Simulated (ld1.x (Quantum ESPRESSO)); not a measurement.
**oxygen: variants of one TM potential**

Base potential:

- Element: oxygen
- Generator: ld1.x (Quantum ESPRESSO) 7.5
- Type: norm-conserving Troullier–Martins (Kleinman–Bylander form)
- Functional: PBE
- Relativity: scalar-relativistic
- Frozen core: [He]
- Valence charge: 6
- Reference configuration: 2s2 2p4
- Partial waves: 2p (bound): rc 1.30 bohr; 2s (bound): rc 0.80 bohr
- Local potential: the s channel
- Core correction: none

Cutoffs, loose and tight: the cutoffs (Ry, on a coarse ladder) from which the occupation-weighted sum of valence levels, in a spherical-Bessel basis at the reference potential, stays within 10 and 1 mRy of its value at 400 Ry. They do not see the model core or the augmentation charge, which bear on the density cutoff. Test errors are all-electron minus pseudo excitation energies from the reference, over the configurations 2s2 2p3; 2s2 2p2; 2s2 2p1; 2s0 2p6; 2s2 2p0; 2s1 2p4; 2s1 2p5. A dash means not determined; rows that change the core or the reference have their own tests.

```tsv
change	outcome	cutoff, loose	cutoff, tight	bound ghosts	largest test error (meV)
base	generated	90 Ry	200 Ry	none	+1501
wave 2s (bound): rc 0.80 bohr becomes 2s (bound): rc 0.76 bohr	generated	90 Ry	200 Ry	none	+1495
wave 2s (bound): rc 0.80 bohr becomes 2s (bound): rc 0.84 bohr	generated	90 Ry	180 Ry	none	+1518
wave 2s (bound): rc 0.80 bohr becomes 2s (bound): rc 0.96 bohr	generated	80 Ry	160 Ry	none	+1625
wave 2s (bound): rc 0.80 bohr becomes 2s (bound): rc 1.22 bohr	generated	80 Ry	120 Ry	none	+1930
```

Question: What comes out with this change to the base: wave 2s (bound): rc 0.80 bohr becomes 2s (bound): rc 0.64 bohr?

Answer: outcome: generated; cutoff, loose: 160 Ry; cutoff, tight: over 300 Ry; bound ghosts: none; largest test error (meV): +1557.

Question: What comes out with this change to the base: wave 2s (bound): rc 0.80 bohr becomes 2s (bound): rc 1.08 bohr?

Answer: outcome: generated; cutoff, loose: 80 Ry; cutoff, tight: 140 Ry; bound ghosts: none; largest test error (meV): +1738.

Question: What comes out with this change to the base: wave 2s (bound): rc 0.80 bohr becomes 2s (bound): rc 0.54 bohr?

Answer: outcome: generated; cutoff, loose: 260 Ry; cutoff, tight: over 300 Ry; bound ghosts: none; largest test error (meV): +1733.

Reading the sweep of the s radius (base included, trends over the rows without a ghost): The loose cutoff falls from 260 Ry at 0.54 to 80 Ry at 1.22 bohr. A larger radius leaves more room for a smooth pseudo-wave, so fewer plane waves are needed; a smaller one forces it to follow the all-electron wave where it bends sharply. The median size of the test errors (rows with all tests solved) is not monotonic: lowest 35.6 meV at 0.76 bohr, highest 110.5 meV at 0.54 bohr.
